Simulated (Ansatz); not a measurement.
`[SiH3][N]([SiH3])[GeH3]` + `CO[SiH](N)O` → `CO[SiH](N)O[SiH3]` + `[SiH3][NH][GeH3]`  (ligand exchange at the Si–N bond)

Gas-phase electronic energies from Ansatz, PBE0-D4/def2-TZVP geometries. CCSD(T)/CBS adds triple-zeta CCSD(T) − MP2 to the extrapolated MP2 energy (def2 sets, frozen cores). DFT in def2-TZVPP. For Ge outer-core shells are correlated without core-valence functions, which leaves a few kJ/mol of doubt a bond. Scalar relativity is left out up to krypton. One conformer a species, not always the lowest.

| level | ΔE (kJ/mol) |
| --- | --- |
| PBE-D4 | -40.7 |
| r2SCAN-D4 | -46.7 |
| MP2/def2-TZVPP | -43.3 |
| CCSD/def2-TZVPP | -48.4 |

Q: What does CCSD(T)/CBS give? (Estimate.)

A: The calculation gave: -45.2 kJ/mol. The listed levels differ from it by 4.5, -1.5, 1.9, -3.2 kJ/mol.

Largest T1 diagnostic among the species: 0.012.

The D4 term adds +5.0 kJ/mol with B3LYP and +2.2 kJ/mol with PBE0; it sums over pairs of atoms, weighted by their polarisabilities, and B3LYP, whose exchange is more repulsive, gets the larger term. In def2-TZVPP, CCSD(T) changes the Hartree–Fock value by +20.6 kJ/mol (the triples alone add +3.2 kJ/mol) and MP2 by +22.3 kJ/mol.

B3LYP here is the variant with VWN-RPA as its local correlation; programs differ in this.
